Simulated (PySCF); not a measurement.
## Dipole response of Ni²⁺ (nickel, charge +2)

[Ar] 3d8, high-spin 3F determinant. Calculation: PySCF 2.14, in def2-QZVPPD (11s6p5d4f2g, 100 functions); no relativity, point nucleus. Coupled (time-dependent) response in atomic units; α is the mean over directions.

```
method  mean α (bohr³)  C₆ (like pair)  S(−4)
  PBE0           3.130           8.653  4.887
```

S(−4) is the Cauchy moment in α(ω) = α(0) + S(−4) ω² + …

α(iu) at PBE0:

```
u (hartree)  α(iu) (bohr³)
          0          3.130
     0.0500          3.118
      0.100          3.082
      0.200          2.954
      0.300          2.777
      0.500          2.393
      0.750          1.983
       1.00          1.671
       1.50          1.244
       2.00         0.9696
       3.00         0.6387
       5.00         0.3361
```

A single London oscillator, α(iu) = α/(1 + u²/ω²), gives C₆ = (3/4) ω α². Matching the computed C₆ needs ω = 4 × 8.653 / (3 × 3.130²) = 1.18 hartree.

For an ion, C₆ is the dispersion term alone; charge-induced terms of lower order in 1/R come first.
